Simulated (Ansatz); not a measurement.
Cost and result up the ladder for In₄N₄H₁₄, a cluster cut from wurtzite InN (hydrogen-capped) (22 atoms). The state is a singlet with charge 0. Geometry: PBE-D4/def2-SVP.

```tsv
atom	x (Å)	y (Å)	z (Å)
In1	1.797	1.252	1.156
N2	2.160	-0.326	-0.482
In3	-1.235	-0.723	2.020
N4	-0.404	1.155	1.221
N5	-0.627	-2.127	0.298
In6	0.473	-1.351	-1.428
In7	-1.426	1.944	-0.566
N8	-0.788	0.319	-2.069
H9	2.484	0.471	2.560
H10	2.321	2.716	0.360
H11	2.794	-1.031	-0.077
H12	2.726	0.131	-1.213
H13	-0.245	-1.322	3.330
H14	-2.977	-0.728	1.883
H15	-0.647	1.847	1.953
H16	-0.086	-2.897	0.721
H17	-1.492	-2.580	-0.033
H18	0.881	-2.515	-2.659
H19	-0.584	3.345	-1.182
H20	-3.148	1.669	-0.457
H21	-0.325	0.806	-2.851
H22	-1.654	-0.056	-2.484
```

Ansatz on 2 threads of AMD EPYC 7R13 on a shared host and a share (18 GiB) of an NVIDIA H100 80GB HBM3. Times are rough, and most runs start from the orbitals of an earlier one. PBE0-D4/def2-TZVP serves as the yardstick here, not as an exact answer. Differences are given only for rows in sets of like size (and for xTB, whose basis is part of the method), since another set adds its own error. Binding counts from free atoms at the same level (In doublet, N quartet, H doublet; other spins of the atoms weren't run), without zero-point energy or a counterpoise term.

In the def2 sets In takes a core potential; there is no spin–orbit coupling. Single mean-field runs in def2-TZVP are fitted with def2-universal-jkfit.

```
                            level  functions  wall time  binding energy per atom (eV)  difference from PBE0-D4/def2-TZVP (eV)
                 PBE-D4/def2-TZVP        408        6 s                          2.85                                    0.05
                 PBE0-D4/def2-SVP        230      7.5 s                          2.80                                       –
                PBE0-D4/def2-TZVP        408        8 s                          2.81                                    0.00
r2SCAN-D4/def2-TZVP (with forces)        408      8.5 s                          2.82                                    0.02
                  PBE-D4/def2-SVP        230       11 s                          2.85                                       –
```
